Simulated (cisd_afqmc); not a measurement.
Input (AFQMC/CISD/cc-pVTZ; cisd_afqmc is a phaseless AFQMC code with CISD trial states that reads the integrals written by Ansatz):

Ansatz 0.2 input:
```python
import cisd_afqmc

open("ham.yaml", "w").write("""\
crystal:
  periodic: [false, false, false]
  atoms:
    - {symbol: C, position_ang: [1.36656413, -0.18415937, -0.09598662]}
    - {symbol: C, position_ang: [0.06593869, -0.00888595, -0.00463149]}
    - {symbol: F, position_ang: [-0.83029842, -0.97785242, 0.07898218]}
    - {symbol: F, position_ang: [-0.54605565, 1.16333109, 0.01769208]}
    - {symbol: H, position_ang: [2.01907743, 0.67097754, -0.15970021]}
    - {symbol: H, position_ang: [1.77309228, -1.18201362, -0.10665945]}
basis:
  gaussian:
    orbitals: cc-pVTZ
magnetization: {spin_polarized: false}
correlation: {method: ccsd, electrons: outside_noble_gas, hamiltonian_folder: ham}
""")
rep = cisd_afqmc.ansatz("ham.yaml")
e_ccsd = rep["correlation"]["coupled_cluster"]["energy"]["hartree"]
out = cisd_afqmc.run("ham", e_ccsd, trial="CISD", walkers=1000, populations=1, threads=12, dt=0.005, steps=40, early=24, settle=10, least=100,
    cut=5e-5, rank_cut=2e-4, target=0.0004, seconds=1500, seed=4, memory=62639, gpu=True)
```

Output:

```
orbitals 144, occupied [12], factors 772 of 896, rank of the doubles 551 of 1584
E(HF) = -275.849296
E(CCSD) on the cut factors = -276.678558, shift to the whole factors -0.000013
Energy of the trial state on the determinant = -276.678551
  tau behind 7.2 of longer steps, mean of the populations' last blocks
   2.0  -276.71015
   4.0  -276.70870
   6.0  -276.71249
   8.0  -276.71293
  10.0  -276.70856
  12.0  -276.70838
  14.0  -276.70949
  16.0  -276.71281
  18.0  -276.71041
  20.0  -276.71100
  22.0  -276.71055
  24.0  -276.71110
  26.0  -276.70912
blocks 128 (0 outliers left out), error by blocks joined: 1: 0.00027, 2: 0.00032, 4: 0.00035, 8: 0.00039
E(AFQMC/CISD) = -276.71048 +/- 0.00039
```
